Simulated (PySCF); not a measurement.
Compound: C4H10NSi2 (doublet state).
Structure used (GFN2-xTB), in Å, numbered top down from 1:
```
atom  x, y, z in Å
C1     2.898    0.833   -0.715
C2     2.117    0.101    0.010
C3     1.413   -0.725    0.791
C4     0.039   -0.903    0.884
N5    -0.954   -0.222    0.214
Si6   -2.527   -0.992    0.280
Si7   -0.627    1.262   -0.660
H8     3.215    1.824   -0.412
H9     3.267    0.510   -1.682
H10    2.001   -1.364    1.444
H11   -0.312   -1.678    1.551
H12   -3.460   -0.125   -0.422
H13   -2.426   -2.311   -0.352
H14   -2.885   -1.150    1.694
H15    0.149    2.146    0.204
H16   -1.948    1.839   -0.905
H17    0.033    0.967   -1.932
```

The hyperfine couplings belong to this conformer and change with its torsions.

As a line formula: `C=[C]/C=C\N([SiH3])[SiH3]` [radical].

Method used: UKS B3LYP, pcH-1 on C H N Si, non-relativistic, mean-field spin-orbit, GIAO in PySCF. The structure is a single GFN2-xTB conformer in the gas phase; no vibrational or solvent corrections. Couplings are sensitive to structure, and on GFN2-xTB geometries they can be far from those on DFT ones. The frame is twisted about the C4–N5 bond at this geometry (dihedral C3–C4–N5–Si7 = -13°); couplings at other torsion angles weren't computed. The SCF solution wasn't tested for stability.

Task: Break the g tensor into its mass correction, gauge correction and orbital-Zeeman/spin–orbit terms.

Result: 
```
                    Δg (ppm)     1     2     3
relativistic mass correction  -153  -153  -153
            gauge correction     5    26    35
   orbital Zeeman/spin–orbit   -26   343   789
                       total  -174   215   671
```

So g = 2.00215, 2.00253, 2.00299 and g_iso = 2.00256; the tensor is rhombic: the two nearest values differ by 46 % of g3 − g1. 

Task: How much does each term add to the isotropic shift?

Result: The orbital-Zeeman/spin–orbit term 368, the mass correction -153 and the gauge correction 22 ppm, for a total of 237 ppm. The orbital-Zeeman/spin–orbit term is the largest in size. The mass correction is the same along every axis, so the anisotropy comes from the other two: their spans along these axes are 30 (gauge) and 815 ppm (orbital Zeeman/spin–orbit).

Task: What effective moment and Curie constant follow for a powder?

Result: With the mean of g² = 4.0102 and S(S+1) = 0.75: μ_eff = √(⟨g²⟩S(S+1)) = 1.734 μB and χT = 0.12505·⟨g²⟩·S(S+1) = 0.376 cm³ K/mol (cgs; spin-Hamiltonian part alone).

Task: What are the electron Larmor frequencies g μB B/h along the three axes at 1200 mT?

Result: 33.6270, 33.6335, 33.6412 GHz for g1, g2 and g3, a range of 14.2 MHz.

Task: In a frozen sample, at which fields do the three g values resonate at 9.5, 34, 94 and 263 GHz (hyperfine left aside), and which band first spreads them over more than twice a line width of 0.5 mT?

Result: 
```csv
band,GHz,B(g3) mT,B(g2) mT,B(g1) mT,spread mT
X,9.5,338.87,338.95,339.01,0.14
Q,34.0,1212.80,1213.07,1213.31,0.51
W,94.0,3353.03,3353.79,3354.45,1.42
J,263.0,9381.35,9383.49,9385.31,3.96
```

The spread grows in proportion to the frequency. W band is the first where it exceeds 1.0 mT.

Largest spin populations (Mulliken): C4 (+0.58), C2 (+0.54), C3 (-0.21) and C1 (-0.11). The positive populations add up to 1.35 and the negative ones to -0.35, together 2S = 1. The angles at C4 add up to 360.0°, so it is planar.

The HOMO–LUMO gaps are 3.87 eV among the α and 5.35 eV among the β orbitals.
